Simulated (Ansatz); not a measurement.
A nudged elastic band was laid between two geometries of AlFH₆OSi (10 atoms, charge 0, multiplicity 1).

Method: RHF/def2-SVP (Ansatz).

| Quantity | Value |
| --- | --- |
| movable images | 4 |
| climbing image | no |
| spring | 5.0 eV/Å² |
| optimiser | quadratic models (default) |
| start path | through a guess of the saddle point |
| force threshold | 0.05 eV/Å |
| iteration limit | 60 |
| end points | relaxed |

First end point:

```xyz
10
Properties=species:S:1:pos:R:3
Al -0.046 0.067 0.105
O -0.653 0.129 1.737
Si -1.370 -0.519 3.058
H -2.429 -1.478 2.665
H -0.382 -1.232 3.901
H -1.981 0.561 3.868
H 1.393 -0.537 -0.098
H -1.110 0.156 -1.051
F 0.339 2.057 0.543
H -0.015 1.955 1.389
```

Last end point:

```xyz
10
Properties=species:S:1:pos:R:3
Al -0.008 0.365 -0.047
O -0.538 0.550 1.866
Si -1.310 -0.429 3.031
H -1.779 -1.602 2.285
H -0.323 -0.780 4.067
H -2.416 0.350 3.613
H 0.952 -0.894 -0.037
H -1.388 0.325 -0.824
F 0.743 1.872 0.049
H -0.188 1.402 2.115
```

**Question.** Which bonds break or form, and what moves?

**Answer.** Bonds broken: F9–H10. Bonds formed: O2–H10.

**Question.** Give the energies along the band, and the barrier.

**Answer.** The forces met the threshold. The highest image is number 3 of 0 to 5, 0.023 eV above the first end and 0.785 eV above the last; the last end lies 0.762 eV below the first. No image climbed, so the highest image needn't sit at the top of the path. A band with more images between the same ends climbed to 0.17 eV, so this one has probably stepped over the top. The orbitals stay closed-shell, which can raise the energy where a bond breaks towards radicals; this wasn't checked here.

```csv
image,path coordinate (Å),energy (eV),F9–H10 (Å),O2–H10 (Å)
0,0.00,0.000,0.92,1.96
1,0.63,0.000,0.92,1.96
2,1.27,0.010,0.93,1.86
3,1.90,0.023,1.33,1.12
4,2.53,-0.737,2.08,0.96
5,3.17,-0.762,2.31,0.95
```

**Question.** What is the geometry of the highest image?

**Answer.** 
```xyz
10
Properties=species:S:1:pos:R:3
Al -0.040 0.307 -0.009
O -0.427 0.293 1.829
Si -1.344 -0.464 3.045
H -1.991 -1.713 2.566
H -0.465 -0.801 4.177
H -2.392 0.478 3.468
H 1.178 -0.606 -0.400
H -1.349 0.445 -0.874
F 0.531 1.918 0.620
H 0.043 1.302 1.696
```

The band took 24 iterations and roughly 120 core-seconds.

The run took 120 s on 1 thread of Arm Neoverse V2, with other jobs on the host, peak memory 0.17 GiB.
